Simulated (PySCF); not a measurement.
**Spinor energies of Co⁸⁺ (cobalt, charge +8)**

Start: [Ar] 3d1; 3d5/2 filled at m_j = +5/2. Calculated with PySCF 2.14 in an uncontracted even-tempered set (17 s from 0.43 bohr⁻², ratio 2.8; 12 p from 0.56 bohr⁻², ratio 2.8; 8 d from 0.56 bohr⁻², ratio 2.8; 4 f from 1.6 bohr⁻², ratio 3): generalised Hartree-Fock with the X2C-1e Hamiltonian and a Gaussian nucleus; one run each with spin-orbit coupling (SO) screened by Boettger's factors, then bare. This is a chosen level, not necessarily the ground level.

| spinor shell | electrons | ε, screened SO (eV) | ε, bare SO (eV) | weight of nominal j (bare SO) | rms radius, bare SO (bohr) |
| --- | --- | --- | --- | --- | --- |
| 1s1/2 | 2 | -7963.2 | -7963.2 | 1.000 | 0.0649 |
| 2s1/2 | 2 | -1156.1 | -1156.2 | 1.000 | 0.275 |
| 2p1/2 | 2 | -1023.3 | -1024.1 | 0.998 | 0.245 |
| 2p3/2 | 4 | -1008.6 | -1008.3 | 0.999 | 0.249 |
| 3s1/2 | 2 | -292.94 | -292.95 | 1.000 | 0.769 |
| 3p1/2 | 2 | -247.32 | -247.42 | 0.845 | 0.785 |
| 3d5/2 | 1 | -186.42 | -186.34 | 1.000 | 0.785 |

Q: Where does 3p3/2 lie, and what is the 3p spin-orbit splitting (bare SO)?

A: At -245.41 eV, 2.013 eV above 3p1/2.

| quantity | screened SO | bare SO |
| --- | --- | --- |
| E (hartree) | -1370.95344 | -1370.95528 |
| M_J | 5/2 | 5/2 |
| ⟨J²⟩ | 8.754 | 8.754 |
| ⟨L²⟩ | 6.004 | 6.004 |
| ⟨S²⟩ | 0.751 | 0.752 |

Each row is a mean over spinors that exchange with the open shell spreads, by up to 8.296 eV (3p3/2).

Rows whose weight is well below 1 are mixtures of j = l ± 1/2: exchange outweighs spin-orbit coupling there, and the label is only the starting occupation.
